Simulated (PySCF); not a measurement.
Ge(OMe)(SiH3) (CH6GeOSi), SMILES [O]([Ge][SiH3])C (connectivity only; charge and spin as stated), neutral, multiplicity 1. Atoms are numbered in the order given.

```xyz
10

Ge     0.9456     0.1552     0.0000
O     -0.2085     1.5236     0.0000
C     -1.6126     1.5990     0.0000
H     -2.0968     0.6052     0.0000
H     -1.9559     2.1510     0.8922
H     -1.9559     2.1510    -0.8922
Si    -0.6996    -1.7845     0.0000
H     -1.5915    -1.8023    -1.2059
H     -1.5915    -1.8023     1.2059
H      0.0698    -3.0696     0.0000
```

The structure is a stationary point at B3LYP-D3(BJ)/def2-SVP. The structure was generated by enumeration; whether it is a known compound was not checked. Other conformers were not sampled.

Computed with PySCF with r2SCAN/def2-TZVP.

Atomic charges (e):

```json
[
 {"atom": "Ge1", "Löwdin": "0.25", "meta-Löwdin": "___"},
 {"atom": "O2", "Löwdin": "-0.05", "meta-Löwdin": "___"},
 {"atom": "C3", "Löwdin": "-0.38", "meta-Löwdin": "-0.12"},
 {"atom": "H4", "Löwdin": "0.10", "meta-Löwdin": "0.10"},
 {"atom": "H5", "Löwdin": "0.11", "meta-Löwdin": "0.12"},
 {"atom": "H6", "Löwdin": "0.11", "meta-Löwdin": "0.12"},
 {"atom": "Si7", "Löwdin": "-0.01", "meta-Löwdin": "0.11"},
 {"atom": "H8", "Löwdin": "-0.04", "meta-Löwdin": "___"},
 {"atom": "H9", "Löwdin": "-0.04", "meta-Löwdin": "___"},
 {"atom": "H10", "Löwdin": "-0.05", "meta-Löwdin": "___"}
]
```

### Question
Some entries are withheld; supply them. (The exact figures need the calculation; the answer reports its results.)

### Answer

- Ge1, meta-Löwdin: 0.39
- O2, meta-Löwdin: -0.51
- H8, meta-Löwdin: -0.07
- H9, meta-Löwdin: -0.07
- H10, meta-Löwdin: -0.07
